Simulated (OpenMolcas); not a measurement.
**V3+: ligand-field states by method**

V3+ with its 6 nearest chloride ions at 2.619 Å, on the Y site of Cs2NaYCl6 (a = 10.7396 Å, distance in the model lattice 2.619 Å). The rest of the host is ab initio model potentials to 7.6 Å, with orthogonalisation functions on the cations behind the ligands, and point charges beyond; the distance is set by hand and nothing relaxes. Ligand basis ANO-RCC-VDZP.
```
V     0.0000    0.0000    0.0000
Cl    2.6190    0.0000    0.0000
Cl    0.0000    2.6190    0.0000
Cl   -2.6190    0.0000    0.0000
Cl    0.0000   -2.6190    0.0000
Cl    0.0000    0.0000    2.6190
Cl    0.0000    0.0000   -2.6190
```

```yaml
Program: OpenMolcas
Basis: ANO-RCC-VTZP [6s5p3d2f1g]
Scalar_Hamiltonian: DKH2, point nucleus
Active_space: 2 electrons in 5 orbitals (3d)
State_averaging: 2S+1 = 3 even, 10 roots; 2S+1 = 1 even, 15 roots
Spin-orbit_coupling: RASSI with atomic mean-field integrals over the reference wave functions
```

I. CASSCF
II. SS-CASPT2, IPEA 0.25 Eh, imaginary shift 0.1 Eh (closed shells correlated: 3s 3p and the ligand valence shells)

Spin-free states (labels of O, the rotations of Oh) in cm-1, each column counted from its own energy of the first state listed:

| State | Degeneracy | I | II |
| --- | --- | --- | --- |
| 3T1 | 3 | 0 | 0 |
| 3T2 | 3 | 6424 | 8690 |
| 1T2 | 3 | 13840 | 9410 |
| 3A2 | 1 | 14017 | 18380 |
| 1E | 2 | 14565 | 10500 |
| 3T1 | 3 | 19961 | 18570 |
| 1T2 | 3 | 22656 | 19970 |
| 1T1 | 3 | 24975 | 23100 |
| 1A1 | 1 | 25110 | 20230 |
| 1E | 2 | 29190 | 29180 |
| 1A1 | 1 | 52347 | 43890 |

From I to II, I's first state of the same spin (3T2) moves from 6424 to 8690 cm-1, by about +2300 cm-1.

From I to II, I's first state of another spin (1T2) moves from 13840 to 9410 cm-1, by about -4400 cm-1.

I: A least-squares ligand-field fit to the states below 45000 cm-1, each weighted by its degeneracy and with a free common offset, gives 10Dq = 7182 cm-1, B = 964 cm-1 and C = 3610 cm-1 (C/B = 3.75), with an rms deviation of 182 cm-1. The same method and metal basis give the free ion B = 1080 cm-1 (fit to its terms below 60000 cm-1, rms deviation 55 cm-1), so the nephelauxetic ratio is β = 964 / 1080 = 0.89; it hangs on how both fits weigh the states, and computed free-ion B values tend to be too large, so β mixes covalency with correlation.

II: A least-squares ligand-field fit to the states below 45000 cm-1, each weighted by its degeneracy and with a free common offset, gives 10Dq = 9652 cm-1, B = 751 cm-1 and C = 2369 cm-1 (C/B = 3.15), with an rms deviation of 329 cm-1. The same method and metal basis give the free ion B = 978 cm-1 (fit to its terms below 60000 cm-1, rms deviation 640 cm-1), so the nephelauxetic ratio is β = 751 / 978 = 0.77; it hangs on how both fits weigh the states, and computed free-ion B values tend to be too large, so β mixes covalency with correlation.

From I to II, 10Dq changes by +34 %, B by -22 % and C by -34 %.

χT at 300 K: I 0.90, II 0.90 cm3 K/mol.

Roots that are degenerate in the reference are averaged as groups; the widest CASPT2 spread within a group is 120 cm-1 (the 3-fold group of multiplicity 3 near 0 cm-1 above the lowest state of its run, II). Shifts and gaps below about the spread of the groups concerned are not significant. Over all roots computed the reference weight is 0.66 to 0.68 in II; a low but even weight reflects the number of correlated electrons. An orbital triplet at a regular site is open to Jahn-Teller coupling, which can distort the site and quench the lowest spin-orbit gaps and is left out. Ligand-to-metal charge-transfer states are missing. With no ligand orbital active B as a rule stays too high, so bands that hang on it stand too high and its fall with covalency is understated. Without dynamic correlation the repulsion within the d shell is too large (B by tens of per cent), so at a given field states of lower spin stand too high (holds for I). With metal d orbitals alone and no dynamic correlation the field as a rule comes out too small, by tens of per cent, by up to half for chloride and softer ligands (holds for I). With one d shell and no ligand orbital active, 10Dq can be off by a tenth or more (holds for II). Free-ion shares, where given, are those of the reference states; single-state CASPT2 does not remix them (holds for II). The distance lies 6 % over the 2.477 Å that this model takes as the normal distance (a Shannon-type radius plus a fixed donor radius, weighted with the host); by an R⁻⁵ law this alone changes a d-shell field by about -24 %. No measured value stands beside these numbers; the geometry was set by hand and not optimised.
